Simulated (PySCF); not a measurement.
# Spin states and ions at one geometry of WH4

PySCF 2.14.0, UKS r2SCAN, W def2-SVP with ECP60, H def2-SVP; non-relativistic Hamiltonian with scalar-relativistic core potentials where named; density fitting; no spin-orbit coupling; singlets restricted, open shells unrestricted. The geometry is relaxed for charge 0, triplet, vacuum:

```xyz
5

W     0.1280   -0.1280    0.0000
H     1.7047    0.8158    0.0000
H     1.0716    1.4495    0.0000
H    -1.4493   -1.0718    0.0000
H    -0.8155   -1.7049    0.0000
```

Energies count from the relaxed state; an electron taken off or put on is at rest in vacuum. Charges and spins are Mulliken's.

| state | energy (eV) | spin squared | charge on W1 (e) | spin on W1 (e) | dipole about the centre of mass (D) |
| --- | --- | --- | --- | --- | --- |
| charge 0, triplet, vacuum | 0.00 | 2.85 | -0.07 | 2.08 | 0.00 |
| charge 0, singlet, vacuum | 2.03 | 0.00 | -0.21 | 0.00 | 0.00 |
| charge 0, quintet, vacuum | -0.59 | 6.02 | -0.02 | 4.17 | 0.00 |
| charge +1, doublet, vacuum | 7.67 | 1.75 | 0.65 | 1.05 | 0.00 |
| charge +1, quartet, vacuum | 7.08 | 3.76 | 0.66 | 3.09 | 0.00 |
| charge -1, quartet, vacuum | -0.41 | 3.84 | -1.02 | 3.08 | 0.00 |

Q: What does the state charge -1, doublet, vacuum give?

A: energy (eV) -0.19, spin squared 2.52, charge on W1 (e) -0.77, spin on W1 (e) 1.43, dipole about the centre of mass (D) 0.00.

With an electron taken off (quartet, the lower of the two states computed) the charges change, summed by element, by W +0.73 e, H +0.27 e. The vertical ionisation energy is 7.08 eV, against −ε(HOMO) = 4.37 eV over both spins of the relaxed state. The level lies 2.7 eV too high, as is usual for semilocal functionals and global hybrids, which keep a self-interaction error.

With an electron put on (quartet, the lower of the two states computed) the charges change, summed by element, by W -0.95 e, H -0.05 e. The vertical electron affinity is 0.41 eV, against −ε(LUMO) = 2.49 eV over both spins of the relaxed state. The basis has no diffuse functions, which an added electron needs. The added electron's level lies above zero.

Open shells may have lower solutions than those found. Hard to converge, so the more doubtful: charge 0, singlet, vacuum. Spin squared well over S(S+1) tells of spin contamination.

On relaxing from the template, bonds within or between ligands changed, so the formula names the start rather than the bonding at the end. The relaxed state isn't the lowest spin state tried at its geometry. No frequency check is given that shows the relaxed geometry to be a minimum. The relaxed state is spin-contaminated (spin squared 2.85 against 2.00).
